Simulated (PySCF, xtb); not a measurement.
H₅NSi, SMILES N[SiH3].

Geometry: ωB97X-D3(BJ)/def2-TZVP.

Level of theory: IEF-PCM-PBE0/def2-SVP (PySCF).

The values are the electrostatic part of the solvation free energy, E(continuum) − E(gas) at the gas-phase geometry, in a cavity of scaled van der Waals radii (PySCF's table); cavitation and dispersion terms are not included. In vacuum the orbital gap is 8.18 eV. The dipole moment in vacuum is 1.39 D.

Computed values in water (ε = 78.36), N,N-dimethylformamide (ε = 37.22), acetonitrile (ε = 35.69):
```csv
solvent,ε,ΔG(elec) (kcal/mol),dipole (D),gap (eV)
water,78.36,-2.8,1.70,8.27
"N,N-dimethylformamide",37.22,-2.8,1.69,8.27
acetonitrile,35.69,-2.8,1.69,8.26
```

For comparison, GFN2-xTB/ALPB(water) (xtb, at the GFN2-xTB geometry, all terms of that model) gives -1.6 kcal/mol.
